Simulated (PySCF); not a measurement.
## How methods differ on the excitation energy of Ga⁺

Ga⁺ [Ar] 3d10 4s2 (1S) → Ga⁺ [Ar] 3d9 4s2 4p1 (high-spin determinant), as a difference of total energies. Calculation: PySCF 2.14, in aug-cc-pV5Z-PP with ECP10MDF (8s7p6d4f3g2h, 136 functions); scalar relativity through the core potential. The calculations carry no spin-orbit coupling.

| method | excitation energy (eV) |
| --- | --- |
| UHF | 19.033 |
| LDA | 21.672 |
| PBE | 21.058 |
| PBE0 | 20.727 |
| r2SCAN | 20.432 |
| PW91 | 21.058 |
| M06-L | 20.858 |
| BP86 | 21.013 |

The upper state lies above the first ionisation limit, where it may autoionise and the basis confines it.

The determinant of the upper state mixes LS terms, which raises its energy above the lowest term, most at the Hartree-Fock and MP2 levels.
